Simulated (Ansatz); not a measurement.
Species: SnCl, charge 0, multiplicity 2. SMILES: [Cl][Sn]
Structure (B3LYP-D3(BJ)/def2-TZVP (Ansatz, a first-principles code) minimum search):
```
Sn
Cl 1 2.3937
```
Charge 0, spin multiplicity 2.

Computed values are from Ansatz. Valence correlation only, unless marked. UHF or UKS for open shells. No spin-orbit coupling. The frozen core is the preceding noble-gas configuration, with the filled d and f shells of earlier blocks. Past Kr the def2 sets carry scalar-relativistic core potentials. CBS marks a two-point X^-3 extrapolation of the correlation energy; Hartree-Fock from the larger set.

Question: What is the T1 diagnostic at CCSD/def2-QZVPPD?

Answer: 0.014.

Question: What is the total energy at CCSD(T)/CBS(def2-TZVPPD,def2-QZVPPD)?

Answer: -673.2558 Eh.

Question: What is the dipole moment at CCSD(T)/def2-SVPD?

Answer: 2.83 D.

Question: What is the atomisation energy De at CCSD(T)/CBS(def2-TZVPPD,def2-QZVPPD)?

Answer: 91.1 kcal/mol.

Question: What is the vertical ionisation energy (to the singlet) at CCSD(T)/CBS(def2-TZVPPD,def2-QZVPPD)?

Answer: 7.11 eV.
